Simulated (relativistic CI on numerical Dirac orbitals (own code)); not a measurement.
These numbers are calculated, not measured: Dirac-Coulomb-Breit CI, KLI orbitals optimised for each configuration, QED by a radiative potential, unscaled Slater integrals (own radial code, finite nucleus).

The strongest absorption lines from the ground level of an ion, among the configurations computed and to levels below about 600 eV (vacuum wavelength in nm, gf): 2.0664 (0.13), 2.3598 (0.46), 2.9637 (0.076), 3.0717 (0.62), 3.1519 (0.35), 4.9347 (6.7), 6.1620 (0.079), 6.6306 (0.0015).

Question: Which ion is it?
A. Ir³¹⁺
B. Ta²⁷⁺
C. Tm²³⁺
D. Ta²⁹⁺

Answer: B. Ta²⁷⁺ has 46 electrons and the ground level 4s2 4p6 4d10 1S_0; the strongest line goes to 4s2 4p6 4d9 4f 1P°_1. The pattern of lines fixes the number of electrons, and along that sequence the line energies rise steadily with the charge (about as its square where n changes within one kind of shell, about linearly where n is kept but much faster in heavy ions where fine structure, which grows about as Z⁴, sets the gap, and irregularly where shells cross), which fixes Z. Configurations outside the model, such as inner-shell arrays, can give stronger lines. At this charge energies of transitions that change n are usually good to better than 1 %, and those within a shell (Δn = 0) to a few per cent.

LS names give the leading component of a level, which can be under half, so a name can repeat, a term be missing and a line seem to break the LS rules.
